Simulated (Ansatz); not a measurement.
`B[B]([SiH3])[SnH3]` + `[AlH2][SH]` → `[AlH2][S][SnH3]` + `BB[SiH3]` at 400 K and 1 bar (cleavage of the Sn–B bond).

Program: Ansatz. Geometries: PBE0-D4/def2-TZVP. ΔE: electronic, gas phase. CCSD(T)/CBS adds triple-zeta CCSD(T) − MP2 to the extrapolated MP2 energy (def2 sets, frozen cores). This one scheme is used for every species. def2 core potentials past Kr. For Sn outer-core shells are correlated without core-valence functions, which leaves a few kJ/mol of doubt a bond.

```json
{"species": "`B[B]([SiH3])[SnH3]`", "CCSD(T)/CBS energy (Eh)": "-557.42402", "H − E (kJ/mol)": "221.0", "S (J/(mol·K))": "444.7"}
{"species": "`[AlH2][SH]`", "CCSD(T)/CBS energy (Eh)": "-641.61836", "H − E (kJ/mol)": "79.4", "S (J/(mol·K))": "287.5"}
{"species": "`[AlH2][S][SnH3]`", "CCSD(T)/CBS energy (Eh)": "-856.85532", "H − E (kJ/mol)": "126.6", "S (J/(mol·K))": "388.0"}
{"species": "`BB[SiH3]`", "CCSD(T)/CBS energy (Eh)": "-342.20223", "H − E (kJ/mol)": "174.7", "S (J/(mol·K))": "345.0"}
```

H − E and S are ideal-gas, rigid-rotor, harmonic terms from PBE0-D4/def2-TZVP, for one conformer and one mirror image of each species. 1 Eh = 2625.50 kJ/mol, R = 8.31446 J/(mol·K).

**Question.** By hand: ΔE, ΔH, ΔS and ΔG.

**Answer.** ΔE = (-856.85532) + (-342.20223) − (-557.42402) − (-641.61836) = -0.01517 Eh = -39.8 kJ/mol. Δ(H − E) = 126.6 + 174.7 − 221.0 − 79.4 = 0.9, so ΔH = -38.9 kJ/mol. ΔS = 388.0 + 345.0 − 444.7 − 287.5 = 0.8 J/(mol·K). ΔG = -38.9 − 400 × (0.8)/1000 = -39.2 kJ/mol.

**Question.** By hand: the equilibrium constant, and the temperature at which ΔG would vanish if ΔH and ΔS stayed fixed.

**Answer.** log₁₀ K = −ΔG/(RT ln 10) = 5.1. ΔH and −TΔS have one sign here, so there is no such temperature.

The number of gas molecules stays the same, so ΔS is small and ΔH decides. A doubt of 5 kJ/mol in ΔE shifts log₁₀ K by 0.7 here. Other conformers and mirror images would add mixing entropy, several J/(mol·K) or more a flexible species. Modes under 60 cm⁻¹, often nearly free rotors, make the harmonic entropy too high. These are equilibria of isolated gas molecules and say nothing of rates. Largest T1 diagnostic: 0.016 (customary marks: 0.02 for closed shells, 0.045 for open ones).

ΔS is within the doubt of such terms, so its sign, and with it that verdict, could turn.
